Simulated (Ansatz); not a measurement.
Input file for `N[SiH2]O[SiH2]N`:

```yaml
crystal:
  periodic: [false, false, false]
  atoms:
    - {symbol: N, position_ang: [0.857079, 2.035970, -1.641435]}
    - {symbol: Si, position_ang: [-0.262627, 0.761396, -1.479156]}
    - {symbol: O, position_ang: [-0.155532, -0.061759, -0.071002]}
    - {symbol: Si, position_ang: [-0.608609, -1.269442, 0.933075]}
    - {symbol: N, position_ang: [0.301422, -1.374817, 2.370211]}
    - {symbol: H, position_ang: [0.737557, 2.899659, -1.138392]}
    - {symbol: H, position_ang: [1.828533, 1.853676, -1.832043]}
    - {symbol: H, position_ang: [-0.006727, -0.191256, -2.588195]}
    - {symbol: H, position_ang: [-1.619125, 1.357891, -1.559724]}
    - {symbol: H, position_ang: [-0.438608, -2.555161, 0.211239]}
    - {symbol: H, position_ang: [-2.020414, -1.033901, 1.325109]}
    - {symbol: H, position_ang: [0.168734, -0.715123, 3.118855]}
    - {symbol: H, position_ang: [1.238717, -1.741933, 2.366358]}
basis:
  gaussian: {orbitals: def2-TZVPP}
correlation: {method: ccsd_t}
output: {orbitals: {seedname: orbitals}}
```

```sh
$ ansatz run in.yaml --threads 2 --pin off --events-out ev --progress --plain --max-ram 32768MiB --backend cuda --devices 0, --max-vram 18GiB
```

Log, shortened:

```
Functional definition: HF
1674 factors; integrals over basis functions are off by at most 1.1e-3 eV
mean field evaluation 1: about -20852.8419 eV, gradient 5.6e1 eV
mean field evaluation 2: about -20853.1129 eV, gradient 5.7e1 eV
mean field evaluation 4: about -20859.3098 eV, gradient 4.3e0 eV
mean field evaluation 8: about -20859.3831 eV, gradient 2.7e-1 eV
mean field evaluation 16: about -20859.3833 eV, gradient 2.6e-6 eV
mean field -20859.38330949 eV, -766.5681976259 hartree, gradient 2.6e-6 eV, S^2 0.000000; 0 other end points of the search recorded, 0 dependent functions left out
13 core orbitals not correlated: weight in the atoms' cores, before any rotation towards them, 1.000 or more for the frozen orbitals, at most 0.000 for the correlated occupied ones
reference -20859.38330949 eV, -766.5681976259 hartree; 16, 16 occupied and 260, 260 virtual orbitals, 1674 factors
second order -24.77033598 eV of doubles, -0.00000000 eV of singles
cycle   1  -25.31413258 eV  change   -5.4e-1 eV  update   1.0e-1
cycle   2  -25.91055201 eV  change   -6.0e-1 eV  update   2.9e-2
cycle   3  -26.03366115 eV  change   -1.2e-1 eV  update   1.5e-2
cycle   4  -26.02090666 eV  change    1.3e-2 eV  update   3.3e-3
cycle   5  -26.02036481 eV  change    5.4e-4 eV  update   1.6e-3
cycle   6  -26.02085961 eV  change   -4.9e-4 eV  update   4.4e-4
cycle   7  -26.02059641 eV  change    2.6e-4 eV  update   1.6e-4
cycle   8  -26.02055441 eV  change    4.2e-5 eV  update   4.7e-5
cycle   9  -26.02056397 eV  change   -9.6e-6 eV  update   1.7e-5
perturbative correction -0.91816588 eV, -0.0337419739 hartree
Total energy: -20886.32203934 eV, -767.5581776882 hartree
```

Run time 17 s (2 threads of an AMD EPYC 7R13 on a shared host and a share of an NVIDIA H100 80 GB); peak host memory 0.83 GiB.

Correlation energy per correlated electron: -0.842 eV. T1 diagnostic: 0.0109.
